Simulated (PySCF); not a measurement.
BH3N, SMILES [BH]N, multiplicity 2. Atoms are numbered in the order given.

```xyz
5

B      0.2178     0.8318     0.0000
N     -0.0296    -0.5265     0.0000
H     -0.6228     1.6902     0.0000
H     -0.9647    -0.9370     0.0000
H      0.7059    -1.2271     0.0000
```
Charge 0, spin multiplicity 2.

Geometry optimised at PBE-D3(BJ)/def2-TZVP. The isomer is the one that the SMILES or the coordinates give; other isomers of the formula were not compared.

Computed with PBE-D3(BJ)/def2-TZVP (PySCF).

Frequencies are harmonic and unscaled.

```csv
mode,ν (cm⁻¹),IR (km/mol),moving atoms (share of kinetic energy)
1,595,166.5,"H 76 %, N 22 %"
2,721,1.4,H 96 %
3,815,0.0,"H 89 %, B 10 %"
4,1030,32.2,"H 67 %, B 17 %, N 16 %"
5,1311,25.8,"B 55 %, N 28 %, H 18 %"
6,1569,43.5,"H 82 %, N 16 %"
7,2572,86.4,"H 90 %, B 10 %"
8,3407,0.6,H 95 %
9,3533,40.6,H 92 %
```
